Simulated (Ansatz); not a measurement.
C2H5BO3. Charge 0, multiplicity 1. The bonds changed during the relaxation, so this is another structure than the one it started from. The structure was optimised at the PBE0-D4/def2-TZVP level. It is one conformer, not always the lowest.

```xyz
11

B     0.693    0.748   -0.764
C     1.050    0.164    0.725
O    -0.146   -0.641    1.102
C    -0.989   -0.579    0.142
O    -0.764    0.068   -0.895
O    -2.102   -1.243    0.325
H     0.517    1.940   -0.818
H     1.359    0.300   -1.664
H     1.884   -0.535    0.784
H     1.152    0.900    1.523
H    -2.654   -1.123   -0.459
```

(1) What is the dipole moment at ωB97M-V/def2-TZVPP? (Best estimate.)

(2) And with PBE, r2SCAN, B3LYP? (An estimate is asked.)

(3) Give the Mulliken charges with ωB97M-V, B3LYP, PBE in def2-TZVPP. (Best estimate.)

Answers

(1) Ansatz gave: 3.14 D, with components (-2.47, -1.73, 0.89) D in this frame, pointing from negative to positive charge.

(2) Computed: PBE 3.18 D, r2SCAN 3.17 D, B3LYP 3.07 D.

(3) Ansatz gave: 
```
atom  ωB97M-V  B3LYP    PBE
  B1    -0.26  -0.10  -0.13
  C2    -0.14  -0.12  -0.12
  O3    -0.20  -0.21  -0.15
  C4     0.54   0.51   0.41
  O5    -0.26  -0.28  -0.21
  O6    -0.22  -0.22  -0.19
  H7     0.04  -0.02  -0.03
  H8     0.04  -0.02  -0.03
  H9     0.13   0.11   0.10
 H10     0.13   0.11   0.10
 H11     0.23   0.24   0.24
```

B3LYP here is the variant with VWN-RPA as its local correlation; programs differ in this.
